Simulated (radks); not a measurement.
Values are calculated unless marked as measured or tabulated.
The ytterbium ion Yb30+, configuration [Kr] 4d4.

Level of theory: scalar-relativistic Kohn-Sham, LDA (Slater exchange, Perdew-Wang correlation), spin-polarised, spherical densities, finite nucleus; open shells are filled with parallel spins first (spin-orbit coupling, left out, can overturn this in heavy ions); Fermi nuclear charge, rms radius 5.3108 fm (a radial shooting solver on a logarithmic mesh with Libxc functionals).

Energy parts (hartree):
| part | energy |
|---|---|
| total | -13588.3924 |
| kinetic | 14844.2669 |
| electron-nucleus | -31712.9114 |
| Hartree | 3520.0833 |
| exchange-correlation | -239.8312 |

Orbitals (lengths in bohr, moments of r in powers of bohr; <r^-3> diverges for s and p1/2):
| orbital | occ. | eigenvalue (hartree) | <r^-3> |
|---|---|---|---|
| 1s up | 1 | -2289.267 | - |
| 1s down | 1 | -2289.261 | - |
| 2s up | 1 | -422.3800 | - |
| 2s down | 1 | -422.2428 | - |
| 2p up | 3 | -377.3706 | 15960 |
| 2p down | 3 | -377.2562 | 15960 |
| 3s up | 1 | -126.4658 | - |
| 3s down | 1 | -126.3709 | - |
| 3p up | 3 | -112.8844 | 3540 |
| 3p down | 3 | -112.7840 | 3542 |
| 3d up | 5 | -96.51959 | 466.3 |
| 3d down | 5 | -96.39329 | 466.3 |
| 4s up | 1 | -53.43557 | - |
| 4s down | 1 | -53.09508 | - |
| 4p up | 3 | -48.51153 | 1039 |
| 4p down | 3 | -48.17562 | 1036 |
| 4d up | 4 | -42.25816 | 130.3 |
| 4d down | 0 | -41.92384 | 130.1 |

The highest occupied level is 4d up at -1149.9 eV. Summed over all electrons, <r^2> = 3.830 bohr^2, which gives a Langevin (diamagnetic) susceptibility term of -3.03 x 10^-6 cm^3/mol. For comparison, the ionisation energy in NIST's Atomic Spectra Database is 1175 eV (theoretical). In exact Kohn-Sham theory the highest level is minus the ionisation energy, but local and semilocal functionals leave it too shallow, through self-interaction and a potential that decays too fast; potentials with the right tail come closer.
